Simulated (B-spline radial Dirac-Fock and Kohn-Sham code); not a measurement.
## Scattering functions of Cr¹²⁺

System: Cr¹²⁺ in the configuration [Ne] 3s2.

These are calculated numbers from a radial atomic solver; the model is Dirac-Fock orbitals of the configuration average with a finite nucleus. f₀ is the Fourier transform of the spherical electron density, S the Waller-Hartree incoherent function, and s = sin θ/λ. The electron scattering factor follows from the Mott-Bethe formula f_e = 0.023934 Å⁻¹·(Z − f₀)/s².

| s (Å⁻¹) | f₀ | S | f_e (Å) |
| --- | --- | --- | --- |
| 0 | 12.000 | 0.000 | – |
| 0.05 | 11.963 | 0.062 | 115.238 |
| 0.1 | 11.854 | 0.243 | 29.071 |
| 0.15 | 11.677 | 0.523 | 13.109 |
| 0.2 | 11.440 | 0.876 | 7.515 |
| 0.25 | 11.154 | 1.270 | 4.919 |
| 0.3 | 10.828 | 1.680 | 3.503 |
| 0.35 | 10.475 | 2.081 | 2.643 |
| 0.4 | 10.105 | 2.459 | 2.079 |
| 0.45 | 9.727 | 2.809 | 1.687 |
| 0.5 | 9.351 | 3.131 | 1.402 |
| 0.6 | 8.624 | 3.708 | 1.022 |
| 0.7 | 7.954 | 4.240 | 0.784 |
| 0.8 | 7.346 | 4.758 | 0.623 |
| 0.9 | 6.793 | 5.271 | 0.508 |
| 1 | 6.281 | 5.773 | 0.424 |
| 1.1 | 5.802 | 6.255 | 0.360 |
| 1.2 | 5.347 | 6.709 | 0.310 |
| 1.4 | 4.507 | 7.526 | 0.238 |
| 1.6 | 3.768 | 8.220 | 0.189 |
| 1.8 | 3.146 | 8.791 | 0.154 |
| 2 | 2.645 | 9.251 | 0.128 |
| 2.5 | 1.847 | 10.024 | 0.085 |
| 3 | 1.464 | 10.486 | 0.060 |
| 3.5 | 1.265 | 10.809 | 0.044 |
| 4 | 1.135 | 11.063 | 0.034 |
| 5 | 0.923 | 11.437 | 0.022 |
| 6 | 0.732 | 11.673 | 0.015 |

f₀ starts at the number of electrons, 12, and has fallen to half at s ≈ 1.06 Å⁻¹. The sum of ⟨r²⟩ over the electrons is 2.018 bohr². For an ion f_e diverges as s goes to zero, because of the net charge.
